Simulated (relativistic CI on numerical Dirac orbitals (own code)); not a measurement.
# Sr III: calculation against measurement

Computed by Dirac-Coulomb-Breit CI, orbitals from a KLI potential per configuration, model QED, valence Slater integrals scaled by 0.85, P86 correlation estimate, and configurations built on the next ion tied to the tabulated ionisation energy (semi-empirical) (own radial code, finite nucleus).

Configurations in the expansion (outside the closed core [Ar] 3d10): 4s2.4p6, 4s2.4p5.4d, 4s2.4p5.5s, 4s2.4p5.5p, 4s2.4p5.5d, 4s2.4p5.6s, 4s2.4p5.4f, 4s2.4p5.5f, 4s2.4p4.4d2, 4s.4p6.4d, 4s2.4p5.6p, 4s2.4p5.6d, 4s2.4p5.5g, 4s2.4p5.6f, 4p6.4d2, 4s.4p6.5s. Levels of other configurations are missing.

| Configuration | Term (tabulated) | J | Measured (cm⁻¹) | Computed | Error | Purity (%) |
| --- | --- | --- | --- | --- | --- | --- |
| 4s2.4p6 | 1S | 0 | 0.0 | 0 | 0 | 98 |
| 4s2.4p5.4d | 2[1/2]° | 0 | 176434.8 | 177951 | 1517 | 99 |
| 4s2.4p5.4d | 2[1/2]° | 1 | 177698.2 | 179188 | 1489 | 97 |
| 4s2.4p5.4d | 2[3/2]° | 2 | 180213.5 | 181657 | 1444 | 90 |
| 4s2.4p5.4d | 2[7/2]° | 4 | 183123.4 | 184502 | 1378 | 100 |
| 4s2.4p5.4d | 2[7/2]° | 3 | 185105.9 | 186662 | 1556 | 88 |
| 4s2.4p5.4d | 2[5/2]° | 2 | 187564.7 | 189299 | 1734 | 77 |
| 4s2.4p5.5s | 2[3/2]° | 2 | 192655.9 | 196250 | 3594 | 95 |
| 4s2.4p5.4d | 2[5/2]° | 3 | 193106.3 | 194798 | 1692 | 61 |
| 4s2.4p5.5s | 2[3/2]° | 1 | 194411.5 | 198013 | 3601 | 47 |
| 4s2.4p5.4d | 2[5/2]° | 2 | 196290.1 | 198575 | 2284 | 48 |
| 4s2.4p5.4d | 2[3/2]° | 1 | 197226.0 | 199118 | 1892 | 90 |
| 4s2.4p5.4d | 2[3/2]° | 2 | 198738.1 | 200766 | 2028 | 55 |
| 4s2.4p5.4d | 2[5/2]° | 3 | 199916.0 | 201706 | 1790 | 54 |
| 4s2.4p5.5s | 2[1/2]° | 0 | 202081.3 | 205831 | 3750 | 99 |
| 4s2.4p5.5s | 2[1/2]° | 1 | 203342.0 | 207101 | 3759 | 50 |
| 4s2.4p5.5p | 2[1/2] | 1 | 221795.4 | 223291 | 1496 | 87 |
| 4s2.4p5.5p | 2[5/2] | 2 | 225310.7 | 227511 | 2200 | 57 |
| 4s2.4p5.5p | 2[5/2] | 3 | 225843.1 | 227915 | 2071 | 100 |
| 4s2.4p5.5p | 2[3/2] | 1 | 227495.4 | 229635 | 2140 | 47 |
| 4s2.4p5.5p | 2[3/2] | 2 | 228539.0 | 230478 | 1939 | 69 |
| 4s2.4p5.4d | 2[3/2]° | 1 | 228708.7 | 232323 | 3614 | 79 |
| 4s2.4p5.5p | 2[1/2] | 0 | 232236.6 | 234228 | 1991 | 74 |
| 4s2.4p5.5p | 2[3/2] | 1 | 234753.4 | 237083 | 2329 | 67 |
| 4s2.4p5.5p | 2[3/2] | 2 | 236636.5 | 238764 | 2128 | 40 |
| 4s2.4p5.5p | 2[1/2] | 1 | 236855.6 | 238829 | 1973 | 65 |
| 4s2.4p5.5p | 2[1/2] | 0 | 241000.5 | 243310 | 2310 | 72 |
| 4s2.4p5.5d | 2[1/2]° | 0 | 268448.6 | 269631 | 1182 | 99 |
| 4s2.4p5.6s | 2[3/2]° | 2 | 268660.4 | 269883 | 1223 | 95 |
| 4s2.4p5.5d | 2[1/2]° | 1 | 268961.0 | 270117 | 1156 | 77 |
| 4s2.4p5.6s | 2[3/2]° | 1 | 269388.3 | 270737 | 1348 | 55 |
| 4s2.4p5.5d | 2[7/2]° | 4 | 269810.7 | 270754 | 944 | 100 |
| 4s2.4p5.5d | 2[3/2]° | 2 | 270011.5 | 271086 | 1075 | 60 |
| 4s2.4p5.5d | 2[7/2]° | 3 | 270340.6 | 271244 | 903 | 62 |
| 4s2.4p5.5d | 2[5/2]° | 2 | 271165.0 | 272041 | 876 | 45 |
| 4s2.4p5.5d | 2[5/2]° | 3 | 271723.4 | 272503 | 780 | 65 |
| 4s2.4p5.5d | 2[3/2]° | 1 | 275109.5 | 277094 | 1985 | 77 |
| 4s2.4p5.6s | 2[1/2]° | 0 | 278375.2 | 279711 | 1336 | 100 |
| 4s2.4p5.6s | 2[1/2]° | 1 | 278706.2 | 280098 | 1392 | 61 |
| 4s2.4p5.5d | 2[5/2]° | 2 | 279794.6 | 280822 | 1028 | 69 |
| 4s2.4p5.4f | 2[3/2] | 1 | 279824.2 | 281409 | 1585 | 94 |
| 4s2.4p5.5d | 2[3/2]° | 2 | 280126.4 | 281163 | 1036 | 42 |
| 4s2.4p5.4f | 2[3/2] | 2 | 280180.6 | 281712 | 1532 | 74 |
| 4s2.4p5.5d | 2[5/2]° | 3 | 280523.9 | 281464 | 940 | 36 |
| 4s2.4p5.4f | 2[9/2] | 5 | 280662.3 | 282205 | 1543 | 99 |
| 4s2.4p5.4f | 2[9/2] | 4 | 280806.8 | 282395 | 1588 | 50 |
| 4s2.4p5.4f | 2[5/2] | 2 | 281821.4 | 283291 | 1470 | 36 |
| 4s2.4p5.4f | 2[7/2] | 4 | 281955.9 | 283475 | 1519 | 68 |
| 4s2.4p5.5d | 2[3/2]° | 1 | 284397.7 | 288579 | 4181 | 62 |
| 4s2.4p5.4f | 2[7/2] | 4 | 290926.6 | 292561 | 1635 | 37 |
| 4s2.4p5.4f | 2[5/2] | 2 | 291211.9 | 292826 | 1614 | 49 |
| 4s2.4p5.5f | 2[3/2] | 1 | 303474.5 | 304478 | 1004 | 98 |
| 4s2.4p5.5f | 2[9/2] | 5 | 304102.0 | 304980 | 878 | 99 |
| 4s2.4p5.5g | 2[5/2]° | 2 | 305981.3 | 306209 | 228 | 100 |
| 4s2.4p5.5g | 2[11/2]° | 6 | 306059.1 | 306284 | 225 | 100 |

Measured levels from Sansonetti, J. Phys. Chem. Ref. Data 41, 013102 (2012); pairs were made by configuration, J and term (by order where the table uses no LS term), so strongly mixed levels may be paired wrongly.

Mean error by configuration (cm⁻¹): 4s2.4p5.4d 1868; 4s2.4p5.5s 3676; 4s2.4p5.5p 2058; 4s2.4p5.5d 1340; 4s2.4p5.6s 1325; 4s2.4p5.4f 1561; 4s2.4p5.5f 941; 4s2.4p5.5g 226. Over the excited levels the mean absolute error is 1739 cm⁻¹ (54 of the 69 excited levels that our extract of the source holds in range could be paired, and the others can miss by more), and the median relative error of those above 1,000 cm⁻¹ is 0.7 %.
